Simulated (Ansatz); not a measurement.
`CO[CH2][GaH2]` → `[CH2]` (triplet) + `C[O][GaH2]` at 400 K and 1 bar (formal loss of a carbene).

Gas-phase electronic energies from Ansatz, PBE0-D4/def2-TZVP geometries. CCSD(T)/CBS is the MP2 limit (def2-TZVPP, def2-QZVPP) plus CCSD(T) − MP2 in def2-TZVPP, frozen cores. This one scheme is used for every species. Triplets are unrestricted, without spin–orbit coupling. For Ga outer-core shells are correlated without core-valence functions, which leaves a few kJ/mol of doubt a bond. Scalar relativity is left out up to krypton. Each species was taken in one conformer, which may not be the lowest.

```
          species  CCSD(T)/CBS energy (Eh)  H − E (kJ/mol)  S (J/(mol·K))
  `CO[CH2][GaH2]`              -2079.37706           247.5          386.8
`[CH2]` (triplet)                -39.09499            59.0          205.7
     `C[O][GaH2]`              -2040.16771           169.3          328.4
```

H − E and S are ideal-gas, rigid-rotor, harmonic terms from PBE0-D4/def2-TZVP, for one conformer and one mirror image of each species, with the whole ground term of open shells counted as degenerate. 1 Eh = 2625.50 kJ/mol, R = 8.31446 J/(mol·K).

Task: By hand: ΔE, ΔH, ΔS and ΔG.

Result: ΔE = (-39.09499) + (-2040.16771) − (-2079.37706) = 0.11436 Eh = 300.3 kJ/mol. Δ(H − E) = 59.0 + 169.3 − 247.5 = -19.2, so ΔH = 281.1 kJ/mol. ΔS = 205.7 + 328.4 − 386.8 = 147.3 J/(mol·K). ΔG = 281.1 − 400 × (147.3)/1000 = 222.2 kJ/mol.

Task: By hand: the equilibrium constant, and the temperature at which ΔG would vanish if ΔH and ΔS stayed fixed.

Result: log₁₀ K = −ΔG/(RT ln 10) = -29.0. ΔG = 0 at ΔH/ΔS = 1908 K.

The number of gas molecules changes by +1, which sets the sign of ΔS. A doubt of 5 kJ/mol in ΔE shifts log₁₀ K by 0.7 here. Other conformers and mirror images would add mixing entropy, several J/(mol·K) or more a flexible species. Modes under 60 cm⁻¹, often nearly free rotors, make the harmonic entropy too high. A triplet takes part, so the spin changes. These are equilibria of isolated gas molecules and say nothing of rates. Largest T1 diagnostic: 0.015 (customary marks: 0.02 for closed shells, 0.045 for open ones).
